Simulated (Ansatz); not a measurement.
Cl2GeH4Si, SMILES Cl[SiH](Cl)[GeH3].

Geometry optimised at ωB97X-D3(BJ)/def2-SVP. This is a generated structure with no PubChem entry under its InChIKey; it may be hypothetical.

Two levels are set side by side: PBE/def2-SVPD (Ansatz, a program for electronic structure) and CAM-B3LYP/def2-SVPD (Ansatz). Energy differences of separate SCF runs at the same geometry; the states with an electron removed or added have multiplicity 2 and 2. Differences are taken from unrounded values.

| quantity | CAM-B3LYP |
|---|---|
| vertical ionisation energy (eV) | 10.39 |
| vertical singlet–triplet gap (eV) | 6.19 |

Problem. What does PBE give, and how far is it from CAM-B3LYP? (The exact figures need the calculation; the answer reports its results.)

Solution. 
```tsv
quantity	PBE	PBE minus CAM-B3LYP
vertical ionisation energy (eV)	9.82	-0.57
vertical singlet–triplet gap (eV)	5.46	-0.73
```
